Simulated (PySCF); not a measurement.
Mg(Me)2 (C2H6Mg), SMILES [CH3][Mg][CH3]. Atoms are numbered in the order given.

```xyz
9

Mg     0.0000     0.0000     0.0000
C      0.0000     0.0000    -2.0987
H      0.8144     0.6074    -2.5116
H     -0.9333     0.4016    -2.5116
H      0.1189    -1.0090    -2.5116
C      0.0000     0.0000     2.0987
H      0.8144    -0.6074     2.5116
H     -0.9333    -0.4016     2.5116
H      0.1189     1.0090     2.5116
```

The structure is a stationary point at TPSSh-D3(BJ)/def2-TZVP. The isomer is the one that the SMILES or the coordinates give; other isomers of the formula were not compared.

All values below come from PySCF with PBE/def2-TZVPD.

ESP charges are fitted to the potential on shells at 1.4 to 2.0 van der Waals radii. Atomic charges (e):

```tsv
atom	ESP fit	meta-Löwdin
Mg1	0.89	1.20
C2	-0.98	-0.92
H3	0.18	0.11
H4	0.18	0.11
H5	0.18	0.11
C6	-0.98	-0.92
H7	0.18	0.11
H8	0.18	0.11
H9	0.18	0.11
```
